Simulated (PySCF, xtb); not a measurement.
C3HClF2, SMILES FC=C=C(F)Cl.

Harmonic wavenumbers (cm⁻¹) from GFN2-xTB (xtb) at its own minimum, in rising order: 97, 125, 263, 329, 431, 470, 521, 656, 782, 963, 1064, 1201, 1424, 2053, 3037.

What does B3LYP-D3(BJ)/def2-SVP run with PySCF give at its own minimum? (Estimate from the structure and the level; the computed values follow.)

104, 129, 281, 366, 496, 520, 584, 728, 882, 1054, 1153, 1285, 1488, 2097, 3168. Paired by order, the mean absolute difference is 61 cm⁻¹ and the zero-point energies are 19.2 and 20.5 kcal/mol.
